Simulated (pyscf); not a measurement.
`[OH][Ga]([AsH2])[AsH2]`, singlet

Gas-phase minimum from PySCF at ωB97X-D3(BJ)/def2-SVP, one conformer. 

SMILES: [Ga]([OH])([AsH2])[AsH2]
```xyz
9

O      1.2160    -0.2240     1.7391
Ga    -0.3450    -0.6265     0.9603
As    -1.3189    -2.6218     1.8350
As    -1.2232     0.7983    -0.7583
H      1.6376     0.5979     1.4666
H     -0.0089    -3.3713     1.6664
H     -1.8401    -3.0361     0.4680
H     -2.6239     0.6898    -0.1791
H     -0.8975     2.0546     0.0343
```
Charge 0, spin multiplicity 1.

Bond lengths (Å): O1–Ga2 1.790, O1–H5 0.963, Ga2–As3 2.386, Ga2–As4 2.399, As3–H6 1.519, As3–H7 1.520, As4–H8 1.520, As4–H9 1.521. Angles (°): Ga2–O1–H5 116.8, O1–Ga2–As3 112.6, O1–Ga2–As4 119.8, As3–Ga2–As4 127.6, Ga2–As3–H6 91.1, Ga2–As3–H7 92.2, H6–As3–H7 93.5, Ga2–As4–H8 91.3, Ga2–As4–H9 92.2, H8–As4–H9 93.3.

Properties at ωB97X-D3(BJ)/def2-SVP:

```
Property                                                                                                                                                                                                                          Value
---------------------------------------------------------------------------------------------------------------------  ----------------------------------------------------------------------------------------------------------------
Harmonic wavenumbers, unscaled                                                                                         61, 78, 87, 123, 148, 226, 323, 368, 518, 556, 584, 625, 708, 774, 1014, 1014, 2255, 2258, 2267, 2274, 3922 cm⁻¹
Zero-point energy                                                                                                                                                                                                         28.8 kcal/mol
Rotational symmetry number                                                                                                                                                                                                            1
Entropy of this conformer at 298 K and 1 atm, rigid rotor and harmonic oscillator, modes under 100 cm⁻¹ raised to 100                                                                                                   399.2 J/(mol K)
Dipole moment                                                                                                                                                                                                                    1.32 D
```

Single-point totals, which compare only within one level:

```json
[
 {"level": "ωB97X-D3(BJ)/def2-TZVP", "total energy (hartree)": "-6474.80205"},
 {"level": "PBE/def2-TZVP", "total energy (hartree)": "-6473.88409"},
 {"level": "r²SCAN/def2-TZVP", "total energy (hartree)": "-6474.86930"},
 {"level": "B3LYP-D3(BJ)/def2-TZVP", "total energy (hartree)": "-6475.08621"},
 {"level": "PBE0-D3(BJ)/def2-TZVP", "total energy (hartree)": "-6474.06141"},
 {"level": "M06-2X/def2-TZVP", "total energy (hartree)": "-6474.91214"},
 {"level": "ωB97M-D3(BJ)/def2-TZVP", "total energy (hartree)": "-6475.00322"}
]
```

Soft torsions are taken as harmonic, which can shift the entropy by several J/(mol K). Elements up to Kr have no core potential and no relativistic terms here.
